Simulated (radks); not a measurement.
Results of a calculation; reference values are marked as such.
Initial-state core-level shifts of the cadmium ion Cd3+ when its valence configuration changes from [Kr] 4d9. Level of theory: scalar-relativistic Kohn-Sham, r2SCAN, spin-polarised, spherical densities, finite nucleus; open shells are filled with parallel spins first (spin-orbit coupling, left out, can overturn this in heavy ions); meta-GGA in the generalised Kohn-Sham scheme; Fermi nuclear charge, rms radius 4.6087 fm (a radial shooting solver on a logarithmic mesh with Libxc functionals). Shifts are changes of the shell-averaged eigenvalues in eV (positive: less bound); the change of the density at the nucleus, which sets a Mossbauer isomer shift, is in e/bohr^3, on a base of 1.636e+05.

| valence | 2p | 3s | 3p | 4p | density at nucleus |
|---|---|---|---|---|---|
| 4d8.5 5p0.5 | -4.112 | -4.026 | -4.026 | -3.434 | +3.24 |
| 4d8 5s1 | -6.941 | -6.733 | -6.733 | -5.503 | +51.59 |
| 4d7 5p2 | -16.555 | -16.123 | -16.123 | -13.389 | +14.48 |
| 4d8 5p1 | -8.231 | -8.044 | -8.045 | -6.802 | +6.73 |
| 4d7.5 5p1.5 | -12.375 | -12.074 | -12.075 | -10.120 | +10.47 |
| 4d8 5s0.5 5p0.5 | -7.586 | -7.389 | -7.389 | -6.154 | +28.89 |
| 4d8.5 5s0.5 | -3.457 | -3.359 | -3.359 | -2.767 | +24.93 |
| 4d7 5s2 | -14.288 | -13.812 | -13.812 | -11.127 | +107.68 |
| 4d7.5 5s0.5 5p1 | -11.741 | -11.430 | -11.431 | -9.488 | +33.27 |
